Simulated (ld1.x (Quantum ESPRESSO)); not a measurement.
## chlorine, ultrasoft: configuration errors across variants

| Item | Value |
| --- | --- |
| Element | Cl |
| Generator | ld1.x (Quantum ESPRESSO) 7.5 |
| Type | ultrasoft |
| Functional | LDA (PZ) |
| Relativity | non-relativistic |
| Frozen core | [Ne] |
| Valence charge | 7 |
| Reference configuration | 3s2 3p5 |
| Partial waves | 3s (bound): rcut 1.25, rcutus 1.35 bohr; 3s channel at -1 Ry: rcut 1.25, rcutus 1.35 bohr; 3p (bound): rcut 0.85, rcutus 1.00 bohr; 3p channel at 0.2 Ry: rcut 0.85, rcutus 1.00 bohr; 3d channel at 0.2 Ry: rc 1.35 bohr |
| Local potential | the d channel |
| Core correction | none |
| Augmentation charge | PSQ, radius 0.95 bohr |

All-electron excitation energies from the reference (eV): (1) 3s2 3p4 13.987; (2) 3s2 3p3 39.527; (3) 3s2 3p2 77.928; (4) 3s1 3p6 11.866; (5) 3s1 3p5 26.387; (6) 3s2 3p5.3 -2.177; (7) 3s2 3p4.5 5.642; (8) 3s2 3p5 spin -0.186; (9) 3s2 3p4 spin 13.107.

Spin tests fill each open shell by Hund’s rule, majority spin first.

1 further variants failed, have other tests or too few solved ones, and are left out.

A true bound ghost makes a file unfit for plane-wave use even where its test errors are small: the radial tests pick states by their node count and pass the ghost by.

Errors AE − PS in meV (a dash: test not solved or not reliable):

```csv
change,(1),(2),(3),(4),(5),(6),(7),(8),(9),bound ghosts
base,+1.2,+9.7,+40,+2.0,+3.5,+0.1,+0.2,+22,+116,p
wave 3d channel at 0.2 Ry: rc 1.35 bohr becomes 3d channel at 0.2 Ry: rc 0.86 bohr,+1.2,+9.6,+40,+2.0,+3.6,+0.1,+0.2,+22,+114,"p, s"
wave 3d channel at 0.2 Ry: rc 1.35 bohr becomes 3d channel at 0.2 Ry: rc 1.00 bohr,+1.2,+9.9,+42,+2.1,+3.6,+0.1,+0.2,+22,+117,p
wave 3d channel at 0.2 Ry: rc 1.35 bohr becomes 3d channel at 0.2 Ry: rc 1.24 bohr,+1.2,+9.8,+41,+2.0,+3.6,+0.1,+0.2,+22,+116,p
wave 3d channel at 0.2 Ry: rc 1.35 bohr becomes 3d channel at 0.2 Ry: rc 1.32 bohr,+1.2,+9.7,+41,+2.0,+3.6,+0.1,+0.2,+22,+116,p
wave 3d channel at 0.2 Ry: rc 1.35 bohr becomes 3d channel at 0.2 Ry: rc 1.72 bohr,+1.3,+10.0,+40,+2.2,+4.1,+0.1,+0.2,+22,+117,s
wave 3d channel at 0.2 Ry: rc 1.35 bohr becomes 3d channel at 0.2 Ry: rc 2.04 bohr,+0.8,+6.0,+22,+2.1,+3.7,+0.1,+0.1,+22,+116,s
```

Question: Give the same row for: wave 3d channel at 0.2 Ry: rc 1.35 bohr becomes 3d channel at 0.2 Ry: rc 1.56 bohr.

Answer: +1.4, +11, +44, +2.2, +4.4, +0.1, +0.2, +22, +117; bound ghosts: none.
